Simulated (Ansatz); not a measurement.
CH4S, charge +1, doublet, at a GFN2-xTB geometry (a state made from the parent by changing its charge; the spin is typed, not shown lowest); PBE0/3-21G in Ansatz (a program for electronic structure).

Ansatz was given this input:
Ansatz 0.2 input:
```yaml
crystal:
  periodic: [false, false, false]
  atoms:
    - {symbol: C, position_ang: [-1.02943993, -0.44430689, 0.04872881]}
    - {symbol: S, position_ang: [0.55907768, 0.33245669, -0.03583469]}
    - {symbol: H, position_ang: [-1.13665527, -0.99947606, 0.98682976]}
    - {symbol: H, position_ang: [-1.80491537, 0.31648919, -0.02717459]}
    - {symbol: H, position_ang: [-1.14183024, -1.17864672, -0.75616545]}
    - {symbol: H, position_ang: [1.31479765, -0.79183217, 0.07749249]}
basis:
  gaussian:
    orbitals: 3-21G.json
hamiltonian:
  xc: pbe0
total_charge: 1
magnetization: {spin_polarized: true, initial_magnetization: 1}
```
The basis file holds 3-21G in the JSON format of the Basis Set Exchange.

Problem. What does Ansatz print? Leave out banner, timings and long lists.

Solution. 
```
Functional definition: PBE0
344 factors; integrals over basis functions are off by at most 9.1e-4 eV
mean field evaluation 1: about -11858.0308 eV, gradient 3.3e1 eV
mean field evaluation 2: about -11856.3902 eV, gradient 3.4e1 eV
mean field evaluation 4: about -11862.8105 eV, gradient 8.9e-1 eV
mean field evaluation 8: about -11862.8368 eV, gradient 9.1e-3 eV
mean field evaluation 16: about -11862.8368 eV, gradient 2.5e-5 eV
mean field -11862.83684530 eV, -435.9512131451 hartree, gradient 2.5e-5 eV, S^2 0.752171; 0 other end points of the search recorded, 0 dependent functions left out
reference -11862.83686014 eV, -435.9512136906 hartree; 13, 12 occupied and 17, 18 virtual orbitals, 344 factors
Total energy: -11862.83686014 eV, -435.9512136906 hartree
```
